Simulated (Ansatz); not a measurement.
The same path of BrGeH$_{3}$O (6 atoms, charge 0, multiplicity 1) was run twice with different band settings. Lost on the way: Ge2–H6. Made: O1–H6.

Theory: RKS PBE0-D4/def2-mTZVP in Ansatz.

Relaxed end points:

```xyz
6
Properties=species:S:1:pos:R:3
O -0.536 -1.324 0.117
Ge 0.366 0.198 0.141
Br -1.110 1.969 -0.079
H -1.025 -1.465 -0.702
H 1.335 0.295 -1.046
H 1.012 0.262 1.523
```

```xyz
6
Properties=species:S:1:pos:R:3
O 0.058 -1.049 0.465
Ge 1.064 0.860 -0.061
Br -1.172 1.786 -0.294
H -0.784 -0.949 -0.009
H 1.057 0.282 -1.548
H -0.182 -0.993 1.401
```

Common settings: spring 5.0 eV/Å²; optimiser quadratic models (default); start path through a guess of the saddle point; force threshold 0.05 eV/Å; iteration limit 60; end points relaxed.

| run | movable images | climbing image |
| --- | --- | --- |
| 1 | 5 | yes |
| 2 | 3 | no |

Problem. What does each run give, and how far can it be trusted?

Solution. Run 1: converged after 16 iterations, highest image 2.513 eV above the first end. The profile has 2 maxima (images 1, 4) with wells between them (image 2): this band takes more than one step, which may be the mechanism or a detour left from its start path. Neighbouring images differ by up to 1.7 eV, so the band resolves the path poorly. A vibrational analysis at the climbing image gives one clearly imaginary mode, 1468i cm⁻¹: a first-order saddle point.
Run 2: converged after 11 iterations, highest image 1.284 eV above the first end. Neighbouring images differ by up to 1.3 eV, so the band resolves the path poorly. No image climbed, so the highest image needn't sit at the top of the path. A band with more images between the same ends climbed to 2.51 eV, so this one has probably stepped over the top. So few images can step over the top or miss a turn of the path.
The orbitals stay closed-shell, which can raise the energy where a bond breaks towards radicals; this wasn't checked here.
